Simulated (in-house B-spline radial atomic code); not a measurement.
A run on Co (an excited or competing configuration) that did not converge. Method: non-relativistic wB97X, spin-polarised, spherical fractional occupations, exact exchange averaged over the configuration, point nucleus; computed with an all-electron radial atomic-structure program (B-spline basis).

Command:
```bash
python run_scf.py task.json out
```
Settings:
```
Z                27
configuration    [Ar] 3d7 4s1 4f1
hamiltonian      nr
method           wb97x
spin_polarised   True
exact_exchange   averaged over the configuration
```

First and last ten iterations of the last attempt (damped for 15 steps, keeping 80 % of the old Fock matrix, then DIIS):
```
 iter        energy (Eh)    residual
    1       -1379.421694    3.62e-01
    2       -1379.348498    3.33e-01
    3       -1381.142849    2.03e-01
    4       -1381.955271    1.22e-01
    5       -1382.286498    6.90e-02
    6       -1382.408850    3.72e-02
    7       -1382.450811    2.03e-02
    8       -1382.464790    1.07e-02
    9       -1382.469715    6.36e-03
   10       -1382.471129    4.65e-03
  111       -1382.473149    1.05e-03
  112       -1382.473173    1.21e-03
  113       -1382.473204    1.53e-03
  114       -1382.473219    1.26e-03
  115       -1382.473235    6.63e-04
  116       -1382.473239    3.25e-04
  117       -1382.473240    2.61e-04
  118       -1382.473240    1.32e-04
  119       -1382.473240    1.98e-04
  120       -1382.473239    2.74e-04
 not converged after 120 iterations
```

The smallest residual met was 1.3e-04; the threshold is about 3e-07. Over the last five steps the energy moves by less than 1e-06 hartree, but the orbitals didn't meet the threshold. Cost of the run: 24 s on 1 thread of Arm Neoverse N1 (shared host).
